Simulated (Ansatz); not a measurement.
`C[Se][GeH3]` + `CC#CS` → `CC#C[S][GeH3]` + `C[SeH]`  (ligand exchange at a Ge–Se bond)

Computed with Ansatz on PBE0-D4/def2-TZVP structures; ΔE is electronic, products minus reactants. CCSD(T)/CBS adds triple-zeta CCSD(T) − MP2 to the extrapolated MP2 energy (def2 sets, frozen cores). Functionals use def2-TZVPP. B3LYP here is the variant with VWN-RPA as its local correlation; programs differ in this. For Ge, Se outer-core shells are correlated without core-valence functions, which leaves a few kJ/mol of doubt a bond. Scalar relativity is left out up to krypton. One conformer a species, not always the lowest.

| level | ΔE (kJ/mol) | difference from CCSD(T)/CBS |
| --- | --- | --- |
| r2SCAN-D4 | 5.5 | -1.8 |
| PBE0-D4 | 6.3 | -1.0 |
| B3LYP-D4 | 5.8 | -1.5 |
| ωB97X-V | 6.0 | -1.3 |
| ωB97M-V | 6.4 | -0.9 |
| B2PLYP | 5.5 | -1.8 |
| r2SCAN | 5.8 | -1.5 |
| PBE0 | 6.8 | -0.5 |
| MP2/def2-TZVPP | 3.9 | -3.4 |
| SCS-MP2/def2-TZVPP | 4.2 | -3.1 |
| CCSD/def2-TZVPP | 6.1 | -1.2 |
| CCSD(T)/def2-TZVPP | 5.1 | -2.2 |
| MP2/def2-QZVPP | 5.1 | -2.2 |
| SCS-MP2/def2-QZVPP | 4.9 | -2.4 |
| HF/CBS(def2) | 7.0 | -0.3 |
| MP2/CBS(def2) | 6.1 | -1.2 |
| CCSD(T)/CBS | 7.3 | 0 |

Largest T1 diagnostic among the species: 0.012.
